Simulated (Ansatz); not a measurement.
Reactions of H6OSSi2 (`O[SiH2][SiH2]S`).

Program: Ansatz. Geometries: PBE0-D4/def2-TZVP. ΔE: electronic, gas phase. CBS: MP2 limit from def2 TZ/QZ plus the TZ coupled-cluster correction, frozen cores. This one scheme is used for every species. DFT in def2-TZVPP. B3LYP here is the variant with VWN-RPA as its local correlation; programs differ in this. One conformer a species, not always the lowest.

```
                                                             reaction  ωB97X-V (kcal/mol)  B3LYP-D4 (kcal/mol)
                      `O[SiH2][SiH2]S` + PH₃ → `O[SiH2][SiH2]P` + H₂S                 8.1                  8.2
                              `O[SiH2][SiH2]S` → `O[SiH3]` + `[SiH]S`                41.2                 36.7
     `O[SiH2][SiH2]S` + `[OH][AlH2]` → `O[SiH2][O][AlH2]` + `[SiH3]S`               -32.3                -32.2
                                  `O[SiH2][SiH2]S` → `[SiH3]O[SiH2]S`               -28.5                -28.8
        `O[SiH2][SiH2]S` + `O[SiH2]O` → `O[SiH2]O[SiH2]S` + `O[SiH3]`               -28.6                -29.1
`O[SiH2][SiH2]S` + `O[Si](O)(O)S` → `O[SiH2]S[Si](O)(O)O` + `[SiH3]S`               -20.0                -19.8
                        `O[SiH2][SiH2]S` + H₂ → `[SiH3]S` + `O[SiH3]`                -5.4                 -4.3
                             `O[SiH2][SiH2]S` → `O[SiH2]S` + `[SiH2]`                54.6                 51.7
                      `O[SiH2][SiH2]S` + NH₃ → `N[SiH2]S` + `O[SiH3]`               -13.0                -12.5
                      `O[SiH2][SiH2]S` + H–F → `O[SiH2][SiH2]F` + H₂S               -15.4                -15.1
```

Problem. Give the CCSD(T)/CBS values in the same order. (Estimate.)

Solution. Ansatz gave: 7.9, 38.1, -32.9, -29.1, -29.2, -20.3, -4.9, 51.9, -13.1, -13.7 kcal/mol.

Largest T1 diagnostic: 0.016, for `[SiH]S`.
